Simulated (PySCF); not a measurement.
# Beryllium: a sound run and one with changed settings

Sound run: Be⁺ [He] 2s1, Be²⁺ 1s2. Computed with PySCF 2.14 in def2-SVP (3s2p, 9 functions), with the non-relativistic Hamiltonian (point nucleus). The sound run starts from symmetry-adapted Hartree-Fock orbitals and uses a fine grid where one is needed.

Changed run: initial guess sap, at most 50 SCF cycles.

```csv
species,method,sound run (hartree),changed run (hartree),converged
Be⁺,UHF,-14.26091,-14.26091,yes
Be⁺,M06-L,-14.32047,-14.32047,yes
Be⁺,PBE0,-14.29020,-14.29020,yes
Be²⁺,UHF,-13.60477,-13.60477,yes
Be²⁺,M06-L,-13.67825,-13.67825,yes
Be²⁺,PBE0,-13.62096,-13.62096,yes
```

Here the plain start reaches the same solutions.
